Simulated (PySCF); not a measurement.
## K²⁺: ionisation energy

K²⁺ [Ne] 3s2 3p5 (2P) → K³⁺ [Ne] 3s2 3p4 (3P), as a difference of total energies. All numbers are calculated (PySCF 2.14, scalar relativity by spin-free X2C-1e, in x2c-SVPall (5s3p2d, 24 functions)). Correlated levels: valence: [Ne] 3s2 frozen. The calculations carry no spin-orbit coupling.

| method | ionisation energy (eV) |
| --- | --- |
| UHF | 46.917 |
| r2SCAN | 48.378 |
| PBE0 | 48.321 |
| MP2 (valence) | 47.225 |
| SCS-MP2 (valence) | 47.231 |
| CCSD (valence) | 47.261 |
| CCSD(T) (valence) | 47.261 |

Problem. How much does correlation contribute at CCSD(T) (valence)?

Solution. 47.261 − (46.917) = 0.344 eV, measured against UHF.

The reference lies between the lowest fine-structure levels, while these numbers refer to the centres of the terms.

Errors of the correlated levels include the incompleteness of this basis and the frozen core.

For comparison: 45.803 eV (semi-empirical (NIST evaluation); NIST Atomic Spectra Database, ionization energies).
